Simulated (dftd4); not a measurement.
CH₅GaN (SMILES [CH3][Ga+][NH2]), charge +1, singlet, geometry from GFN2-xTB (such geometries of metal compounds can be far from the true shape).

Input for dftd4:
```
$ dftd4 mol.xyz --func tpss --charge 1 --json dftd4.json --noedisp --property

# file mol.xyz
8

Ga    -0.02078167    -0.04139309     0.01871991
C     -0.32965711     1.59034736    -1.18372534
H     -1.18371196     2.14260301    -0.78054048
H     -0.53325475     1.22375778    -2.19427313
H      0.58532729     2.19041600    -1.15293618
N      0.45638313    -1.42157676     1.12474740
H      0.54897475    -2.36245116     0.73536416
H      0.01015732    -1.50218645     2.04118885
```

Question: What does this run give for the dispersion energy, partial charges in atom order?

Answer: 
- dispersion energy = -2.82 kcal/mol
- partial charges in atom order = Ga1 0.64, C2 -0.21, H3 0.18, H4 0.18, H5 0.18, N6 -0.64, H7 0.34, H8 0.34
